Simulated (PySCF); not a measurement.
**Static response to an electric field**

Species: C5H8FN3.
Structure used (GFN2-xTB), in Å, numbered top down from 1:
```
atom  x, y, z in Å
C1    -1.9924    0.2823    0.6750
C2    -1.4787    0.5179   -0.7394
C3    -0.4259   -0.5194   -1.1414
N4     0.7712   -0.3623   -0.3678
N5     1.0399   -1.0961    0.6791
C6     2.1906   -0.6344    1.1484
C7     2.5691    0.4160    0.3088
F8     3.6515    1.1755    0.3840
N9     1.6562    0.5676   -0.6375
H10   -2.7043    1.0552    0.9525
H11   -2.4867   -0.6837    0.7462
H12   -1.1741    0.2961    1.3907
H13   -1.0346    1.5120   -0.8163
H14   -2.3060    0.4605   -1.4484
H15   -0.7945   -1.5301   -0.9582
H16   -0.1607   -0.3993   -2.1940
H17    2.6725   -1.0458    2.0084
```

Level: CAM-B3LYP/def2-SVPD (PySCF), static field, nuclei fixed, core orbitals frozen in the response. The polarisability tensor in these axes (au):

```
x   91.68  3.88  9.95
y    3.88 67.83 -5.31
z    9.95 -5.31 74.33
```

Q: What are the eigenvalues, a third of the trace, and Δα (Δα² = ½Σ(αi − αj)² over the three pairs)?

A: Principal values 62.28, 75.30 and 96.27 au; mean 77.95 au = 11.55 Å³ = 12.85 × 10⁻⁴⁰ C²·m²/J; Δα = 29.71 au (38 % of the mean).

Q: What is the dipole moment, and where does it point?

A: (-1.91, -0.81, -0.18) D, 2.08 D in size, pointing from the negative to the positive side. Measured along this direction, the outermost atoms are F8 at the negative end and H11 at the positive end.

Q: Give the principal axes and the span of the nuclei along them.

A: Largest value along (0.91, 0.05, 0.40), where the nuclei span 6.22 Å; middle along (-0.28, -0.65, 0.71), 3.16 Å; least along (-0.30, 0.76, 0.58), 3.68 Å. The strongest response lies along the longest span, while the other two are in reverse order.

Q: How large is μ²/3kT at 273 K beside α?

A: In Gaussian units μ²/3kT = 38.35 Å³ against 11.55 Å³, a ratio of 3.32; the Debye molar polarisation (4π/3)N_A(α + μ²/3kT) is 125.9 cm³/mol, leaving out the vibrational part.

Q: Give the eigenvalues of the traceless quadrupole moment Θ = ½Σq(3rr − r²1), origin at the centre of nuclear charge.

A: -9.77, 0.61, 9.16 D·Å. The values depend on the origin, since the dipole doesn't vanish. The electronic extent ⟨r²⟩ about the same centre is 1291 bohr², a root-mean-square distance of 2.31 Å for the 68 electrons.

Q: Estimate the molar refractivity from the static electronic polarisability.

A: Lorentz–Lorenz: R = (4π/3)N_A α = 2.5225 cm³/(mol·Å³) × 11.55 Å³ = 29.1 cm³/mol, in the limit of long wavelengths.

Q: Find the Langevin capture rate constant for H3O+ (19.018 u) meeting this molecule (129.070 u), k = 2.342 × 10⁻⁹ cm³/s × √(α in Å³ / reduced mass in u).

A: The reduced mass is 16.58 u, so k = 1.96 × 10⁻⁹ cm³/s. The formula leaves out the permanent dipole, which adds to the capture rate.

The structure is a single GFN2-xTB conformer in the gas phase; no vibrational or solvent corrections.

These values come from a run that also computed excited states. On an Arm Neoverse V1 with one thread, shared host with 32 logical CPUs at a one-minute load of 14, this took 72 s wall and 1.1 GiB of memory at its peak.
